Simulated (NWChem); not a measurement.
BH2S2Cl; SMILES SB(S)Cl

```xyz
6

B      0.0000     0.0000     0.0112
Cl     0.0000     0.0000    -1.7607
S      1.6287     0.0000     0.8026
H      1.2020     0.0000     2.0962
S     -1.6287     0.0000     0.8026
H     -1.2020     0.0000     2.0962
```
Atoms are numbered in this order, from 1.

Computed with NWChem. Coordinates come from a PBE-D3(BJ)/def2-SVP optimisation.

Q: Estimate the computed values for PBE0/def2-TZVPD. Quantities: highest occupied level (eV); orbital gap (eV); dipole (D).

A: The highest occupied level (eV) comes out as -7.87. The orbital gap (eV) comes out as 6.65. The dipole (D) comes out as 2.19.
